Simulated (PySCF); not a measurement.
Computed structure and properties of Yb(CH3)2

System: Yb(CH3)2 (singlet); start: template (C2v). Method: PySCF 2.14.0, RKS PBE0, Yb def2-SVP with ECP28, C def2-SVP, H def2-SVP; non-relativistic Hamiltonian with scalar-relativistic core potentials where named; density fitting; no spin-orbit coupling.

Input of the relaxation:

```python
mol = gto.M(atom='''
Yb     0.00000    -0.00000    -0.15745
C      2.32170    -0.00000     0.88155
H      3.07310    -0.00000     0.09195
H      2.44340     0.89000     1.49905
H      2.44340    -0.89000     1.49905
C     -2.32170     0.00000     0.88155
H     -3.07310     0.00000     0.09195
H     -2.44340    -0.89000     1.49905
H     -2.44340     0.89000     1.49905''',
    basis={'Yb': 'def2-SVP', 'C': 'def2-SVP', 'H': 'def2-SVP'},
    ecp={'Yb': 'def2-SVP'},
    charge=0, spin=0)
mf = dft.RKS(mol, xc='PBE0')
mf.grids.atom_grid = (50, 194)  # f atoms: unpruned, at least (60, 302)
mf = mf.density_fit()  # fitting sets: Yb def2-universal-JKFIT, C def2-universal-JKFIT, H def2-universal-JKFIT
mf.conv_tol = 1e-08; mf.max_cycle = 55
mf.kernel(dm0)  # dm0: converged density of the start geometry
# quasi-Newton relaxation in Cartesian coordinates to a largest gradient under 0.00045 Eh/bohr, steps kept in the point group
```

Run from Python with OMP_NUM_THREADS=4; the lines above give its settings. Where DIIS fails, smearing, a level shift and second-order steps follow.
It took 70 s on 4 threads of Arm Neoverse V1, with other jobs on the host, from the converged density of the start.

Course of the relaxation:

```csv
step,energy above end (eV),largest force component within the symmetry (eV/Å)
0,0.1628,1.386
1,0.0802,0.669
2,0.0424,0.170
3,0.0362,0.100
4,0.0219,0.089
5,0.0143,0.097
6,0.0079,0.057
7,0.0060,0.084
8,0.0041,0.093
9,0.0021,0.071
10,0.0010,0.057
11,0.0003,0.032
12,0.0000,0.012
13,0.0000,0.005
```

Relaxed geometry (C2v):

```xyz
9

Yb    0.0000    0.0000   -0.4676
C     2.0412    0.0000    0.8341
H     3.0014    0.0000    0.2822
H     2.0741    0.8814    1.5052
H     2.0741   -0.8814    1.5052
C    -2.0412    0.0000    0.8341
H    -3.0014    0.0000    0.2822
H    -2.0741   -0.8814    1.5052
H    -2.0741    0.8814    1.5052
```

```csv
contact,Å
Yb1–C2 (CH3),2.421
Yb1–C6 (CH3),2.421
```

On the finer grid (75, 302):

| Quantity | Value |
| --- | --- |
| HOMO | -4.88 eV |
| LUMO | -1.55 eV |
| Dipole about the centre of mass | 5.35 D |
| Set of Mulliken populations of Yb1 outside the core potential | s 4.54, p 12.20, d 10.39, f 13.97 |
| D3(BJ) dispersion energy (not in the energies) | -0.117 eV |

```csv
atom,Mulliken (e),Löwdin (e),spin (e)
Yb1,0.90,0.70,0.00
C2,-0.54,-0.41,0.00
H3,0.02,0.02,0.00
H4,0.03,0.02,0.00
H5,0.03,0.02,0.00
C6,-0.54,-0.41,0.00
H7,0.02,0.02,0.00
H8,0.03,0.02,0.00
H9,0.03,0.02,0.00
```

On the grid (50, 194), as all that follows. Harmonic modes: a minimum within the noise of the softest modes; lowest 49 cm⁻¹ (negative: unstable), highest 3085 cm⁻¹, zero-point energy 1.776 eV.

Taking off one CH3 (charge -1, singlet; the rest: singlet) in vacuum, both parts rigid, costs 8.47 eV; the small basis without counterpoise inflates it. Most of it is the attraction of opposite charges; other ways to part are cheaper, and one spin state was tried for the rest.

Rigid scan of CH3 along the line from its metal, all other atoms held (where the atom bridges, its other bond changes as well):

distance to C2 (Å), energy (eV) and a bar:
```
     2.12      0.461 ######
     2.22      0.180 ###
     2.32      0.040 #
     2.42      0.000 
     2.52      0.032 
     2.62      0.114 ##
     2.82      0.367 #####
     3.12      0.839 ############
     3.52      1.468 #####################
     4.02      2.133 ##############################
```

One start shape was tried, so this needn't be the lowest isomer.
